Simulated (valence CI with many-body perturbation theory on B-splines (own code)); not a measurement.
Results of a calculation; reference values are marked as such.
## Tb59+ in three bases

Level of theory: valence CI with perturbative core correlation (CI+MBPT): four valence electrons over a frozen Dirac-Fock core [He], radial functions for each j: 9 s, 9 p, 8 d, 6 f, 3 g, 1 h, with the one-electron correlation potential Σ1, the two-electron term Σ2, the three-electron term Σ3, Breit, model QED; selected CI, second order for the rest, scaled by the run's own slope (own B-spline code, finite nucleus).

The last digits are not significant, and no measured levels were compared; by estimate large intervals hold to a few tenths of a per cent, small ones and those within an open d or f shell to about a per cent.

The reference run has the lowest level (2s^2 2p1/2^2) J=0 and an ionisation energy of 13659.8 eV. Its largest variational space holds 20000 state functions.

Levels are named by their leading jj configuration (3d3/2^4 stands for four electrons in 3d with j = 3/2), which in mixed levels can hold well under half, so a name can repeat and another be missing. Letters in brackets count levels of one name in rising energy.

Changed runs:
A. basis 6 s, 6 p, 5 d, 3 f, 1 g
B. basis 5 s, 5 p, 4 d, 2 f

Excitation energies of the reference run in cm⁻¹, and shifts in cm⁻¹:

```tsv
Level	Reference	A	B
(2s^2 2p1/2 2p3/2) J=1	6261920	+28	-181
(2s^2 2p1/2 2p3/2) J=2	6403660	+169	+186
(2s 2p1/2^2 2p3/2) J=2	8243810	-5.0	-255
(2s 2p1/2^2 2p3/2) J=1	8848800	+97	+201
(2s^2 2p3/2^2) J=2	12808800	+133	-27
(2s^2 2p3/2^2) J=0	13231000	+110	+187
(2s 2p1/2 2p3/2^2) J=2 [a]	14313300	-59	-589
(2s 2p1/2 2p3/2^2) J=3	14644900	+206	+46
(2s 2p1/2 2p3/2^2) J=0	15048600	+1.6	-66
(2s 2p1/2 2p3/2^2) J=1 [a]	15204000	+135	+66
(2s 2p1/2 2p3/2^2) J=2 [b]	15284700	+265	+422
(2s 2p1/2 2p3/2^2) J=1 [b]	15313100	+149	+230
Ionisation energy (eV)	13659.8	+0.0026	-0.08
```
